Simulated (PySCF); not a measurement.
C2H5F2NSi. Atoms are numbered in the order given.

```xyz
11

C     -3.0417    -0.4368     0.1602
N     -1.7287    -0.1646    -0.3634
C     -0.7273    -0.1804     0.4296
Si     0.9364     0.1849    -0.3347
F      1.9416    -1.0507    -0.0493
F      1.5949     1.4677     0.3996
H     -3.0604    -0.6431     1.2498
H     -3.4712    -1.2956    -0.3824
H     -3.6989     0.4207    -0.0613
H     -0.8486    -0.4005     1.5184
H      0.8571     0.4331    -1.7863
```

Geometry: r2SCAN-D4/def2-SVP. The structure was generated by enumeration; whether it is a known compound was not checked. The values are those of a single conformer.

Vertical ionisation energy (IE) and electron affinity (EA) in eV. Rows of orbital energies are one-electron estimates. Where ΔSCF, EOM or ADC give a negative EA the extra electron is unbound and the value depends on the basis.

```
level                                          IE    EA
-------------------------------------------  ----  ----
−ε(HOMO), −ε(LUMO), B3LYP/def2-TZVP (PySCF)  7.52  1.68
−ε(HOMO), −ε(LUMO), PBE/def2-TZVP (PySCF)     [?]   [?]
```

Task: Fill in the missing entries. (The exact figures need the calculation; the answer reports its results.)

Result: 
- −ε(HOMO), −ε(LUMO), PBE/def2-TZVP (PySCF), IE: 6.25
- −ε(HOMO), −ε(LUMO), PBE/def2-TZVP (PySCF), EA: 2.50
